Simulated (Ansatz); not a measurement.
`C=CC12CC3CC(CC(C3)C1)C2` was relaxed with r2SCAN-D4 (def2-SVP) in Ansatz in these states: charge -1 doublet, neutral singlet. The geometries follow in no particular order.

A:

Cartesian coordinates in Å:
```
C -1.557 2.960 1.008
C -1.167 2.238 -0.049
C -0.471 0.904 -0.038
C 0.883 1.030 -0.781
C 1.594 -0.329 -0.846
C 0.709 -1.335 -1.598
C -0.630 -1.491 -0.862
C -0.375 -1.999 0.565
C 0.509 -0.992 1.317
C 1.849 -0.838 0.581
C -0.202 0.368 1.380
C -1.340 -0.130 -0.797
H -2.059 3.923 0.877
H -1.393 2.626 2.036
H -1.364 2.631 -1.058
H 1.515 1.772 -0.260
H 0.707 1.418 -1.802
H 2.556 -0.211 -1.376
H 1.220 -2.312 -1.667
H 0.536 -0.988 -2.633
H -1.271 -2.209 -1.404
H -1.334 -2.134 1.097
H 0.118 -2.987 0.533
H 0.690 -1.354 2.345
H 2.378 -1.807 0.550
H 2.501 -0.131 1.125
H 0.417 1.093 1.938
H -1.158 0.271 1.926
H -2.315 -0.228 -0.287
H -1.547 0.242 -1.818
```

B:

```xyz
30

C     0.788   -3.159    1.228
C     0.530   -2.509   -0.024
C     0.202   -1.031   -0.082
C    -0.287   -0.614   -1.483
C    -0.615    0.887   -1.551
C     0.637    1.714   -1.214
C     1.129    1.352    0.197
C     0.021    1.668    1.214
C    -1.232    0.844    0.880
C    -1.718    1.211   -0.531
C    -0.895   -0.654    0.934
C     1.447   -0.149    0.243
H     1.257   -4.155    1.198
H     0.063   -3.060    2.055
H     1.205   -2.796   -0.855
H    -1.171   -1.231   -1.740
H     0.497   -0.865   -2.225
H    -0.966    1.150   -2.569
H     0.409    2.799   -1.275
H     1.435    1.506   -1.953
H     2.029    1.964    0.436
H     0.370    1.419    2.234
H    -0.212    2.752    1.200
H    -2.030    1.076    1.615
H    -1.981    2.287   -0.581
H    -2.633    0.638   -0.773
H    -1.794   -1.267    0.721
H    -0.545   -0.927    1.946
H     1.815   -0.461    1.240
H     2.244   -0.388   -0.487
```

Judge from the bond lengths which geometry belongs to which state (an estimate).

A is the neutral singlet (C1–C2 1.338 Å, C2–C3 1.504 Å, C1–H14 1.094 Å); B is the charge -1 doublet (C1–C2 1.433 Å, C2–C3 1.515 Å, C1–H14 1.104 Å).

At r2SCAN-D4/def2-SVP the highest occupied level of the relaxed charge -1 doublet lies above zero (up to 3.63 eV). By energy differences it is unbound by 1.94 eV (each at its own geometry, against the charge 0 singlet, at PBE0-D4/def2-SVP) and held by the finite basis.
